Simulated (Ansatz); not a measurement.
Cost and result for the atomization energy of `[OH][Ge][N]([SiH3])[SiH3]` (12 atoms, 11 bonds).

```json
{"atom": "O1", "x (Å)": "0.4565", "y (Å)": "2.8323", "z (Å)": "-0.3323"}
{"atom": "Ge2", "x (Å)": "1.5003", "y (Å)": "1.4173", "z (Å)": "-0.6279"}
{"atom": "N3", "x (Å)": "0.3629", "y (Å)": "0.0049", "z (Å)": "-0.1206"}
{"atom": "Si4", "x (Å)": "-1.3001", "y (Å)": "0.1678", "z (Å)": "0.3446"}
{"atom": "Si5", "x (Å)": "1.0368", "y (Å)": "-1.5975", "z (Å)": "-0.1962"}
{"atom": "H6", "x (Å)": "-0.3875", "y (Å)": "2.6956", "z (Å)": "0.1120"}
{"atom": "H7", "x (Å)": "-2.2123", "y (Å)": "0.1567", "z (Å)": "-0.8288"}
{"atom": "H8", "x (Å)": "-1.6772", "y (Å)": "-0.9442", "z (Å)": "1.2570"}
{"atom": "H9", "x (Å)": "-1.5146", "y (Å)": "1.4539", "z (Å)": "1.0698"}
{"atom": "H10", "x (Å)": "2.4021", "y (Å)": "-1.4858", "z (Å)": "-0.7764"}
{"atom": "H11", "x (Å)": "0.2070", "y (Å)": "-2.4860", "z (Å)": "-1.0546"}
{"atom": "H12", "x (Å)": "1.1261", "y (Å)": "-2.2150", "z (Å)": "1.1535"}
```

Total charge 0; spin multiplicity 1. Correlated methods include outer-core shells of Ge, which these sets cover unevenly. Scalar relativity is left out up to krypton. The geometry is a stationary point of PBE0-D4/def2-TZVP. It is one conformer, not always the lowest. Program: Ansatz. All runs use 4 threads of an Arm Neoverse V2 on a shared host. Times are those of one run each, without the atoms' runs, and a repeat can differ threefold. Electronic energies, without spin–orbit coupling; frozen cores. CCSD(T)/CBS adds CCSD(T) − MP2 in def2-TZVPP to the MP2 limit, and its time is that of the two runs behind it. T1 = 0.014. With those shells the extrapolation isn't a true limit. HSE06 is the plane-wave form, built on full-range PBE exchange.

CCSD(T)/CBS is a level of theory with its own doubt, some kJ/mol a heavy atom from the limit and from the frozen cores, so smaller differences don't rank the functionals.

```csv
level,functions,wall time
LDA (SPW92)/def2-TZVPP,292,1.9 s
revPBE-D4/def2-TZVPP,292,3.2 s
PBE-D4/def2-TZVPP (with forces),292,3.9 s
HSE06-D4/def2-TZVPP,292,6 s
BHLYP-D4/def2-TZVPP,292,6 s
CAM-B3LYP-D4/def2-TZVPP,292,7 s
B2PLYP/def2-TZVPP,292,10 s
ωB97X-V/def2-TZVPP,292,13 s
B97M-V/def2-TZVPP,292,14 s
CCSD(T)/def2-SVP,131,15 s
MP2/def2-QZVPP,553,36 s
CCSD(T)/def2-TZVPP,292,7.2 min
CCSD(T)/CBS(def2),–,7.8 min
```

**Question.** What atomization energy does each give, and how far from CCSD(T)/CBS? (An estimate is asked.)

**Answer.** The calculation gave: 
| level | atomization (kcal/mol) | difference from CCSD(T)/CBS | per bond |
| --- | --- | --- | --- |
| LDA (SPW92)/def2-TZVPP | 1051.2 | 115.4 | 10.5 |
| revPBE-D4/def2-TZVPP | 913.1 | -22.7 | -2.1 |
| PBE-D4/def2-TZVPP (with forces) | 932.1 | -3.7 | -0.3 |
| HSE06-D4/def2-TZVPP | 916.6 | -19.2 | -1.8 |
| BHLYP-D4/def2-TZVPP | 907.8 | -28.0 | -2.5 |
| CAM-B3LYP-D4/def2-TZVPP | 935.1 | -0.7 | -0.1 |
| B2PLYP/def2-TZVPP | 918.5 | -17.3 | -1.6 |
| ωB97X-V/def2-TZVPP | 938.2 | 2.4 | 0.2 |
| B97M-V/def2-TZVPP | 932.4 | -3.4 | -0.3 |
| CCSD(T)/def2-SVP | 855.5 | -80.3 | -7.3 |
| MP2/def2-QZVPP | 931.5 | -4.3 | -0.4 |
| CCSD(T)/def2-TZVPP | 906.2 | -29.6 | -2.7 |
| CCSD(T)/CBS(def2) | 935.8 | 0.0 | 0.0 |

At CCSD(T), def2-SVP lies −80.3 kcal/mol from the extrapolated value and def2-TZVPP −29.6 kcal/mol: correlation converges slowly with the basis, and small sets miss more of it in the bonded molecule than in its fragments. From r2SCAN to r2SCAN0 (25 % exact exchange), in def2-TZVPP and without D4, the atomization energy moves by −16.6 kcal/mol: exact exchange takes away binding that semilocal exchange gives to molecules. In def2-TZVPP, CCSD(T) changes the Hartree–Fock value by +250.0 kcal/mol (the triples alone add +14.4 kcal/mol) and MP2 by +257.6 kcal/mol; breaking electron pairs costs correlation energy, which Hartree–Fock lacks.

For some Ge, Se and Sn compounds the MP2-based and the directly extrapolated limit differ by 10 to 25 kJ/mol.
